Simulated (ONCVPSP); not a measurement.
**Before and after: ONCV potential for nitrogen (N)**

ONCVPSP 4.0.1 input, shortened (lines: element, Z, core and valence counts, functional; n l f; lmax; l rc ep ncon nbas qcut; lloc lpopt rc5 dvloc0; l nproj debl; icmod fcfact rcfact), revPBE, scalar-relativistic:

```
  N 7.00    1    1  -102130      upf
    1    0    2.00
    2    0    2.00
    2
    0    1.05    0.00    4    7    7.00
    1    0.95    0.06    4    8    9.70
    2    0.85    0.44    4    8    9.90
    4    4    0.80    0.00
    0    2    3.80
    1    1    3.50
    2    2    3.10
    3    2.25    1.70
```

In the p channel the program set the typed energies aside and used 0.050 Ha.

Change: local potential polynomial inside 0.80 bohr (lpopt 4, dvloc0 3.5 Ha).

Cutoffs: the cutoffs (Ha) at which the residual kinetic energy of the hardest occupied pseudo-wave falls to 1 and 0.1 mHa per electron; they do not see the model core or the augmentation charge, which bear on the density cutoff. Errors are all-electron minus pseudo energies relative to the spin-unpolarised reference configuration.

How do hardness, ghosts and transferability respond?

The potential gets neither clearly harder nor softer (39 Ha and 100 Ha → 39 Ha and 100 Ha); of the 4 tests that both files solve, the error grows in 4 and shrinks in 0 by more than 15 % and 0.3 meV (median size 325.2 → 473.5 meV); neither file shows a bound ghost.

| quantity | base | changed |
| --- | --- | --- |
| cutoff, loose | 39 Ha | 39 Ha |
| cutoff, tight | 100 Ha | 100 Ha |
| bound ghosts | none | none |
| GHOST(+) flags under 300 eV | none | none |
| error for 2s2 2p3, meV [ΔE -89.29 eV] | -389 | -569 |
| error for 2s2 2p2, meV [ΔE -75.76 eV] | -299 | -435 |
| error for 2s2 2p1, meV [ΔE -46.97 eV] | -173 | -246 |
| error for 2s2 2p2.5, meV [ΔE -84.23 eV] | -351 | -512 |
| s: phases at 1.06 bohr within 0.05 rad from the reference energy up to (Ha; the scan ends near 5) | to the end of the scan | to the end of the scan |
| p: phases at 0.96 bohr within 0.05 rad from the reference energy up to (Ha; the scan ends near 5) | to the end of the scan | to the end of the scan |
| d: phases at 0.86 bohr within 0.05 rad from the reference energy up to (Ha; the scan ends near 5) | to the end of the scan | to the end of the scan |
| rms error of d²Exc/dni dnj with the model core, mHa | 4.53 | 4.53 |
